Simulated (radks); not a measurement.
Results of a calculation; reference values are marked as such.
Question: Ionisation of K16+, [He] 2s1, to K17+, [He], under several functionals. Non-relativistic Kohn-Sham, spin-polarised, spherical densities, point nucleus; open shells are filled with parallel spins first; a radial shooting solver on a logarithmic mesh with Libxc functionals. Known Delta-SCF values: LDA (Slater exchange, Perdew-Wang correlation) 1027.4 eV; OLYP 1030.9 eV. What does LDA (Slater exchange, Perdew-Zunger correlation) give, and what is its highest occupied eigenvalue?

Answer: 1027.4 eV by Delta-SCF; the 2s eigenvalue is -1000.1 eV. NIST: 1034.5 eV (theoretical).
